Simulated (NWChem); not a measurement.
Molecule: PbHI, singlet; SMILES [I][PbH]

All runs: NWChem. Low-valent species are run as closed-shell singlets; no triplet was tried in these runs. def2 effective core potentials on I, Pb; no spin-orbit coupling. Each level has its own optimisation; frequencies are unscaled.

For level PBE-D3(BJ)/def2-SVP:

```
Property                           Result
---------------------------------  ------
highest harmonic frequency (cm⁻¹)    1537
```

What are these values for level BLYP/def2-SVP?


- highest harmonic frequency (cm⁻¹) = 1507
